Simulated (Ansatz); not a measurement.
GeH7NOSi, SMILES N[SiH2][O][GeH3].

Geometry optimised at PBE0-D3(BJ)/def2-SVP. The structure was generated by enumeration, and PubChem lists no compound with its InChIKey, so it may never have been made. The values are those of a single conformer.

Two levels are set side by side: PBE/def2-SVPD (Ansatz, an electronic-structure program) and PBE0/def2-SVPD (Ansatz). Energy differences of separate SCF runs at the same geometry; the states with an electron removed or added have multiplicity 2 and 2. Differences are taken from unrounded values.

```
quantity                           PBE0   PBE  PBE minus PBE0
---------------------------------  ----  ----  --------------
vertical ionisation energy (eV)    9.91  9.41           -0.50
vertical singlet–triplet gap (eV)  6.40  5.94           -0.46
```
